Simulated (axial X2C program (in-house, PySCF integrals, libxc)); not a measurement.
# SI: properties at the nuclei

Computed with an axial X2C code built on PySCF integrals: two-component X2C with atomic mean-field Coulomb and Gaunt terms, Gaussian nuclei, basis I dyall-cv3z, S dyall-av3z with contracted cores.

R = 2.304 Å (near the PBE0 minimum at charge 0 of the determinant lowest at the starting distance; the state shown can have its own minimum elsewhere).

Input and command:
```json
{"zs": [53, 16], "q": 0, "bas": ["dyall-cv3z", "dyall-av3z"], "r0": 2.36, "levels": ["PBE0", "HF", "B3LYP", "BP86", "BHandHLYP"], "nst": 3}
```
```bash
python soeom.py task.json out
```

Keys: zs atomic numbers; q charge; bas basis sets; r0 starting distance in Å; levels methods; nst determinants followed.

Determinant lowest in the PBE0 search, Ω = 3/2 (⟨Sz⟩ = 0.50, ⟨Lz⟩ = 1.00 at PBE0), spin on the atoms I 0.14, S 0.37:

| level | Eeff magnitude (GV/cm) | Ws magnitude I (kHz) | A∥/gI I (MHz) | qzz I (a.u.) | A∥/gI S (MHz) | qzz S (a.u.) | μ (D) |
| --- | --- | --- | --- | --- | --- | --- | --- |
| PBE0 | 0.266 | 0.203 | 247 | 10.78 | 193 | 2.63 | -1.41 |
| HF | 0.417 | 0.273 | 129 | 13.20 | 254 | 2.24 | -0.65 |
| B3LYP | 0.177 | 0.162 | 262 | 10.68 | 197 | 2.71 | -1.46 |
| BP86 | 0.184 | 0.16 | 282 | 10.07 | 176 | 2.74 | -1.61 |
| BHandHLYP | 0.258 | 0.202 | 214 | 11.72 | 222 | 2.54 | -1.15 |

Determinant 0.22 eV from it at PBE0 and this distance, Ω = 1/2 (⟨Sz⟩ = -0.50, ⟨Lz⟩ = 1.00 at PBE0), spin on the atoms I -0.09, S -0.40:

```
    level  Eeff magnitude (GV/cm)  Ws magnitude I (kHz)  A∥/gI I (MHz)  qzz I (a.u.)  A∥/gI S (MHz)  qzz S (a.u.)  μ (D)
     PBE0                    1.03                 0.961           1230         11.47            953          2.41  -1.03
       HF                   0.122                 0.152            492         13.54            993          2.14  -0.48
    B3LYP                    1.14                  1.11           1290         11.38            945          2.48  -1.08
     BP86                    1.34                  1.35           1520         10.64            899          2.53  -1.23
BHandHLYP                   0.712                 0.576            928         12.41            996          2.34  -0.81
```

Eeff is the effective electric field on the electron electric dipole moment in this Ω state and Ws the scalar–pseudoscalar constant of the nucleus named (defined with the proton number Z and per Ω); A∥ (defined per Ω) follows by multiplying with gI = μI/(I μN); qzz is the electric field gradient, eQq0 = 234.96 MHz × Q/barn × qzz; μ is positive if the S end (last atom) is positive. The operators were transformed with the bare-nucleus X2C matrices; with these basis sets, hyperfine constants and field gradients can be off by tens of per cent, and where levels differ in sign neither size nor sign is settled.

(1) With Q(127I) = -0.68822 barn, gI(33S) = 0.4292, Q(33S) = -0.0694 barn (g factors from the IAEA table of nuclear moments by Stone; Q from Pyykkö, Mol. Phys. 2018), turn the PBE0 values of the first state into constants in MHz.

Each state is one determinant with collinear spin. Unrestricted Hartree–Fock can overshoot spin polarisation at the nuclei. Where Eeff spreads by more than a factor of two the levels disagree and none is to be relied on. The search compared states at one distance, so a state with another bond length can lie lower. The sign of Ws at I differs between levels in the second state. Further determinants of the search, some of them spin-mixed, are not shown. Where a field gradient or hyperfine factor spreads by more than a factor of two over the levels, a constant derived from it is not to be relied on. PBE0 term energies can be off by some tenths of an eV.

## Answers

(1) eQq0(127I) = 234.96 × (-0.68822) × (10.78) = -1740 MHz; A∥(33S) = 193 × 0.4292 = 82.8 MHz; eQq0(33S) = 234.96 × (-0.0694) × (2.63) = -42.9 MHz.
